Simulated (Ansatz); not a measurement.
## Nudged elastic band run: BCl2FH3N

Input file:

```yaml
crystal:
  periodic: [false, false, false]
  atoms:
    - { symbol: B, position_ang: [0.039801, -0.16151, 0.177117] }
    - { symbol: F, position_ang: [0.190533, 0.668239, 1.246492] }
    - { symbol: Cl, position_ang: [1.467512, -0.136753, -0.988248] }
    - { symbol: Cl, position_ang: [-1.606411, -0.025447, -0.640541] }
    - { symbol: "N", position_ang: [0.055897, -1.676485, 0.808237] }
    - { symbol: H, position_ang: [-0.048375, -2.36952, 0.063934] }
    - { symbol: H, position_ang: [0.942344, -1.847785, 1.291381] }
    - { symbol: H, position_ang: [-0.717702, -1.790241, 1.469629] }
basis:
  gaussian: { orbitals: def2-SVP }
hamiltonian:
  xc: r2scan
  dispersion: d4
neb:
  order_check: false
  images: 7
  f_tol: 0.03
  max_iterations: 60
  final_atoms:
    - { symbol: B, position_ang: [0.08285432, -0.68626524, -0.42997389] }
    - { symbol: F, position_ang: [-0.30039375, 0.28637396, 2.24811687] }
    - { symbol: Cl, position_ang: [1.54075798, 0.20539661, -0.84575317] }
    - { symbol: Cl, position_ang: [-1.47516264, -0.24233554, -1.11518352] }
    - { symbol: "N", position_ang: [0.16470186, -1.77685566, 0.46490574] }
    - { symbol: H, position_ang: [-0.61512305, -2.41986815, 0.56604621] }
    - { symbol: H, position_ang: [1.06674876, -2.17024474, 0.71665803] }
    - { symbol: H, position_ang: [-0.14078449, -0.53570325, 1.82318473] }
  initial_path:
    images:
      - { positions_ang: [[0.039801, -0.16151, 0.177117], [0.190533, 0.668239, 1.246492], [1.467512, -0.136753, -0.988248], [-1.606411, -0.025447, -0.640541], [0.055897, -1.676485, 0.808237], [-0.048375, -2.36952, 0.063934], [0.942344, -1.847785, 1.291381], [-0.717702, -1.790241, 1.469629]] }
      - { positions_ang: [[0.01878818, -0.12534932, 0.12574295], [0.14180363, 0.51087823, 1.34492318], [1.48632879, -0.09990489, -0.9906851], [-1.62372854, -0.04567777, -0.70970529], [0.06992615, -1.69396005, 0.75852117], [-0.13385067, -2.4121235, 0.07745078], [0.88274692, -1.87180273, 1.33512212], [-0.51841545, -1.60156197, 1.4866312]] }
      - { positions_ang: [[-0.00222464, -0.08918864, 0.0743689], [0.09307426, 0.35351745, 1.44335436], [1.50514558, -0.06305678, -0.99312221], [-1.64104609, -0.06590855, -0.77886957], [0.08395529, -1.7114351, 0.70880535], [-0.21932635, -2.45472699, 0.09096755], [0.82314983, -1.89582046, 1.37886323], [-0.3191289, -1.41288294, 1.50363339]] }
      - { positions_ang: [[-0.02323746, -0.05302795, 0.02299485], [0.0443449, 0.19615668, 1.54178554], [1.52396237, -0.02620867, -0.99555931], [-1.65836363, -0.08613932, -0.84803386], [0.09798444, -1.72891014, 0.65908952], [-0.30480202, -2.49733049, 0.10448433], [0.76355275, -1.91983819, 1.42260435], [-0.11984235, -1.22420391, 1.52063559]] }
      - { positions_ang: [[-0.04425028, -0.01686727, -0.0283792], [-0.00438447, 0.0387959, 1.64021672], [1.54277917, 0.01063943, -0.99799642], [-1.67568118, -0.10637009, -0.91719815], [0.11201359, -1.74638519, 0.6093737], [-0.39027769, -2.53993399, 0.1180011], [0.70395567, -1.94385592, 1.46634547], [0.0794442, -1.03552487, 1.53763778]] }
      - { positions_ang: [[-0.01247413, -0.18421676, -0.12877787], [-0.07838679, 0.10069042, 1.79219175], [1.54227387, 0.05932873, -0.9599356], [-1.62555154, -0.14036145, -0.96669449], [0.12518566, -1.75400281, 0.57325671], [-0.44648903, -2.50991753, 0.23001238], [0.79465394, -2.00045312, 1.27892361], [0.02438703, -0.91056947, 1.60902452]] }
      - { positions_ang: [[0.01930202, -0.35156626, -0.22917655], [-0.15238911, 0.16258493, 1.94416679], [1.54176857, 0.10801802, -0.92187479], [-1.57542191, -0.17435281, -1.01619084], [0.13835773, -1.76162042, 0.53713972], [-0.50270037, -2.47990107, 0.34202366], [0.88535222, -2.05705033, 1.09150175], [-0.03067014, -0.78561406, 1.68041126]] }
      - { positions_ang: [[0.05107817, -0.51891575, -0.32957522], [-0.22639143, 0.22447945, 2.09614183], [1.54126328, 0.15670732, -0.88381398], [-1.52529227, -0.20834418, -1.06568718], [0.1515298, -1.76923804, 0.50102273], [-0.55891171, -2.44988461, 0.45403493], [0.97605049, -2.11364753, 0.90407989], [-0.08572732, -0.66065866, 1.75179799]] }
      - { positions_ang: [[0.08285432, -0.68626524, -0.42997389], [-0.30039375, 0.28637396, 2.24811687], [1.54075798, 0.20539661, -0.84575317], [-1.47516264, -0.24233554, -1.11518352], [0.16470186, -1.77685566, 0.46490574], [-0.61512305, -2.41986815, 0.56604621], [1.06674876, -2.17024474, 0.71665803], [-0.14078449, -0.53570325, 1.82318473]] }
```

Launched with:

```bash
$ ansatz run input.yaml --threads 2 --pin off --max-ram 3072MiB --backend cpu --events-out ev --progress --plain --runs-dir out
```

Output, in part (warnings, iteration lines, the closing report on the highest movable image, with atoms numbered from 0):

```
NEB end point (image 0): max|allowed force component| = 2.507e-2 eV/Å (the criterion of neb.relax_end_points is 1.000e-2)
NEB end point (image 8): max|allowed force component| = 1.778e-2 eV/Å (the criterion of neb.relax_end_points is 1.000e-2)
NEB iter   1: max|band force component| = 6.127e0 eV/Å  barrier→ = 5.4947 eV  barrier← = 4.2456 eV  Δτ_max = 0.2000 Å  (250 SCF iters)
NEB iter   2: max|band force component| = 2.944e0 eV/Å  barrier→ = 3.0095 eV  barrier← = 1.7604 eV  Δτ_max = 0.1988 Å  (245 SCF iters)
NEB iter   3: max|band force component| = 3.918e0 eV/Å  barrier→ = 2.0950 eV  barrier← = 0.8459 eV  Δτ_max = 0.1010 Å  (227 SCF iters)
NEB iter   4: max|band force component| = 1.936e0 eV/Å  barrier→ = 1.8207 eV  barrier← = 0.5717 eV  Δτ_max = 0.1958 Å  (212 SCF iters)
NEB iter   5: max|band force component| = 1.574e0 eV/Å  barrier→ = 1.6676 eV  barrier← = 0.4186 eV  Δτ_max = 0.1958 Å  (209 SCF iters)
NEB iter   6: max|band force component| = 8.277e-1 eV/Å  barrier→ = 1.5962 eV  barrier← = 0.3471 eV  Δτ_max = 0.1968 Å  (207 SCF iters)
NEB iter   7: max|band force component| = 6.841e-1 eV/Å  barrier→ = 1.5906 eV  barrier← = 0.3415 eV  Δτ_max = 0.1117 Å  (211 SCF iters)
NEB iter   8: max|band force component| = 5.678e-1 eV/Å  barrier→ = 1.6458 eV  barrier← = 0.3968 eV  Δτ_max = 0.0525 Å  (196 SCF iters)
NEB iter   9: max|band force component| = 3.336e-1 eV/Å  barrier→ = 1.6359 eV  barrier← = 0.3869 eV  CI = image 6  Δτ_max = 0.1220 Å  (204 SCF iters)
NEB iter  10: max|band force component| = 5.559e-1 eV/Å  barrier→ = 1.6705 eV  barrier← = 0.4215 eV  CI = image 6  Δτ_max = 0.0604 Å  (212 SCF iters)
NEB iter  11: max|band force component| = 1.909e-1 eV/Å  barrier→ = 1.6714 eV  barrier← = 0.4224 eV  CI = image 6  Δτ_max = 0.0235 Å  (205 SCF iters)
NEB iter  12: max|band force component| = 3.008e-1 eV/Å  barrier→ = 1.6672 eV  barrier← = 0.4182 eV  CI = image 6  Δτ_max = 0.0100 Å  (189 SCF iters)
NEB iter  13: max|band force component| = 2.791e-2 eV/Å  barrier→ = 1.6668 eV  barrier← = 0.4177 eV  CI = image 6  Δτ_max = 0.0000 Å  (391 SCF iters)
Total energy: -29965.22967201 eV, -1101.2018792843 hartree
Atom 0 at     0.025278    -0.468445    -0.055244 Å, force    -0.011337    -0.001175    -0.025260 eV/Å
Atom 1 at    -0.224011     0.289335     1.560293 Å, force     0.000225     0.019232     0.021413 eV/Å
Atom 2 at     1.549577     0.225052    -0.668132 Å, force    -0.007482    -0.002858     0.005112 eV/Å
Atom 3 at    -1.493612    -0.179580    -0.943897 Å, force     0.007033    -0.000483    -0.002708 eV/Å
Atom 4 at     0.129330    -1.771704     0.686404 Å, force     0.019650     0.001141     0.026508 eV/Å
Atom 5 at    -0.609333    -2.448552     0.503949 Å, force    -0.006908     0.008789    -0.000543 eV/Å
Atom 6 at     1.044241    -2.218714     0.667356 Å, force    -0.000623    -0.002470    -0.004114 eV/Å
Atom 7 at    -0.097871    -0.766894     1.677271 Å, force    -0.000558    -0.022176    -0.020408 eV/Å
Dipole moment:     0.078869    -0.771820     0.277828 e Å
```

The forces met the threshold. A vibrational analysis at the climbing image gives one clearly imaginary mode, 623i cm⁻¹: a first-order saddle point. The orbitals stay closed-shell, which can raise the energy where a bond breaks towards radicals; this wasn't checked here.

Final band (atoms are numbered from 1 in the order of the input):

```
image  path coordinate (Å)  energy (eV)  B1–F2 (Å)  N5–H8 (Å)  F2–H8 (Å)
    0                 0.00         0.00       1.36       1.02       2.63
    1                 0.41         0.01       1.36       1.02       2.52
    2                 0.83         0.04       1.36       1.02       2.42
    3                 1.24         0.06       1.36       1.02       2.35
    4                 1.65         0.20       1.39       1.03       1.96
    5                 2.07         0.95       1.52       1.12       1.46
    6                 2.48         1.67       1.80       1.43       1.07
    7                 2.97         1.36       2.38       1.75       0.95
    8                 3.47         1.25       2.87       1.87       0.94
```

Run time: 4.2 min on 2 threads of Arm Neoverse V2, on a shared host, peak memory 0.15 GiB.
